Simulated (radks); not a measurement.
Effect of the nuclear size on neutral aluminium, [Ne] 3s2 3p1. All-electron calculation, Dirac Kohn-Sham, relativistic LDA (MacDonald-Vosko exchange, VWN5 correlation), spin-unpolarised, spherical densities, finite nucleus; open shells are shared between the two j in proportion to 2j + 1; Fermi nuclear charge, rms radius 3.061 fm. Program: a radial shooting solver on a logarithmic mesh with Libxc functionals. The rms radius is varied about that value; shifts are against it.

| rms radius (fm) | total energy shift (eV) | density at nucleus (e/bohr^3) | 1s1/2 shift (meV) |
|---|---|---|---|
| 2.6998 | -0.000816 | 1487 | -0.339 |
| 2.9386 | -0.000288 | 1486 | -0.120 |
| 3.061 | 0 | 1485 | 0.000 |
| 3.2294 | 0.000415 | 1484 | 0.172 |
| 3.4191 | 0.000909 | 1483 | 0.377 |

Slopes of the eigenvalues against <r^2> in GHz/fm^2, as finite differences over the two radii next to the reference (eigenvalue slopes, not the field-shift constants of lines): 1s1/2 39.4.
